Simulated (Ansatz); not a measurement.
A nudged elastic band was laid between two geometries of AsB$_{2}$H$_{7}$N$_{2}$ (12 atoms, charge 0, multiplicity 1).

These are results of RKS PBE-D4/def2-SVP (Ansatz 0.2.0), not measurements.

- movable images: 9
- climbing image: yes
- spring: 5.0 eV/Å²
- optimiser: quadratic models (default)
- start path: IDPP
- force threshold: 0.2 eV/Å
- iteration limit: 60
- end points: relaxed

Image 0:

```xyz
12
Properties=species:S:1:pos:R:3
B -0.264 1.130 1.771
N -0.716 0.729 0.495
B -0.157 -0.290 -0.385
N -0.789 -0.590 -1.607
As 1.484 -1.389 0.238
H 0.716 0.591 2.253
H -0.860 2.006 2.371
H -1.549 1.216 0.142
H -0.420 -1.276 -2.263
H -1.648 -0.140 -1.930
H 1.833 -1.847 -1.195
H 2.448 -0.195 0.145
```

Image 10:

```xyz
12
Properties=species:S:1:pos:R:3
B -0.270 1.123 1.776
N -0.715 0.730 0.495
B -0.155 -0.288 -0.386
N -0.790 -0.591 -1.606
As 1.492 -1.379 0.233
H 0.705 0.579 2.261
H -0.866 1.999 2.377
H -1.543 1.221 0.137
H -1.654 -0.146 -1.925
H -0.423 -1.278 -2.262
H 1.839 -1.841 -1.200
H 2.456 -0.185 0.134
```

**Question.** What changes between the two ends?

**Answer.** No bond is made or broken. The height of N4 over the plane of its neighbours goes from 0.00 to 0.00 Å. The two ends are copies of one structure, up to a mirror image or an exchange of like atoms. The height can change sign by an inversion or by a turn that exchanges like atoms.

**Question.** Give the energies along the band, and the barrier.

**Answer.** It converged. The highest image is number 5 of 0 to 10, 0.82 eV above the ends, which have the same energy within 2 meV. The threshold of 0.2 eV/Å is loose, so the images may lie well off the minimum-energy path. The order of the stationary point at the top wasn't checked.

```json
{"image": "0", "path coordinate (Å)": "0.00", "energy (eV)": "0.00", "height of N4 over the plane of its neighbours (Å)": "0.00"}
{"image": "1", "path coordinate (Å)": "0.39", "energy (eV)": "0.06", "height of N4 over the plane of its neighbours (Å)": "0.05"}
{"image": "2", "path coordinate (Å)": "0.77", "energy (eV)": "0.25", "height of N4 over the plane of its neighbours (Å)": "0.14"}
{"image": "3", "path coordinate (Å)": "1.16", "energy (eV)": "0.52", "height of N4 over the plane of its neighbours (Å)": "0.26"}
{"image": "4", "path coordinate (Å)": "1.55", "energy (eV)": "0.74", "height of N4 over the plane of its neighbours (Å)": "0.35"}
{"image": "5", "path coordinate (Å)": "1.94", "energy (eV)": "0.82", "height of N4 over the plane of its neighbours (Å)": "0.39"}
{"image": "6", "path coordinate (Å)": "2.33", "energy (eV)": "0.74", "height of N4 over the plane of its neighbours (Å)": "0.35"}
{"image": "7", "path coordinate (Å)": "2.73", "energy (eV)": "0.51", "height of N4 over the plane of its neighbours (Å)": "0.27"}
{"image": "8", "path coordinate (Å)": "3.12", "energy (eV)": "0.25", "height of N4 over the plane of its neighbours (Å)": "0.14"}
{"image": "9", "path coordinate (Å)": "3.51", "energy (eV)": "0.06", "height of N4 over the plane of its neighbours (Å)": "0.04"}
{"image": "10", "path coordinate (Å)": "3.91", "energy (eV)": "0.00", "height of N4 over the plane of its neighbours (Å)": "0.00"}
```

**Question.** What is the geometry of the highest image?

**Answer.** 
```xyz
12
Properties=species:S:1:pos:R:3
B -0.132 1.325 1.669
N -0.565 0.926 0.375
B -0.237 -0.240 -0.406
N -0.978 -0.425 -1.663
As 1.123 -1.591 0.406
H 0.656 0.625 2.277
H -0.561 2.354 2.152
H -1.266 1.525 -0.085
H -0.347 -0.458 -2.473
H -1.451 -1.337 -1.693
H 1.542 -2.160 -0.962
H 2.293 -0.598 0.437
```

Run time: 53 s on 2 threads of AMD EPYC 9R45 96-Core Processor (Zen 5), with other jobs on the host, peak memory 0.19 GiB.
